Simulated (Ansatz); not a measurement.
A run for Ansatz (a program for electronic structure): R-CCSD(T)/cc-pVDZ on BrGaH2 (SMILES [GaH2][Br]), a point of a bond scan (R = 1.557 Å). The run froze 28 orbitals, filled d shells among them.

Ansatz 0.2 input:
```yaml
crystal:
  periodic: [false, false, false]
  atoms:
    - {symbol: Ga, position_ang: [-0.62727121, -0.97642227, 0.15641510]}
    - {symbol: H, position_ang: [-0.07053369, -1.95940581, 1.22858422]}
    - {symbol: H, position_ang: [-1.89600936, -1.10175241, -0.73821097]}
    - {symbol: Br, position_ang: [0.61177002, 0.95229282, -0.15254975]}
basis:
  gaussian:
    orbitals: cc-pVDZ
    pivot_positions_ang: [[-0.62727121, -0.97642227, 0.15641510], [-0.07053369, -1.95940581, 1.22858422], [-1.89600936, -1.10175241, -0.73821097], [0.61177002, 0.95229282, -0.15254975]]
magnetization: {spin_polarized: false}
correlation: {method: ccsd_t, electrons: outside_noble_gas}
scf: {lower_state_search: off}
output: {orbitals: {seedname: ./end}}
```

Predict the final total energy.

-4497.0220 hartree (reference determinant -4496.8124, T1 diagnostic 0.011).
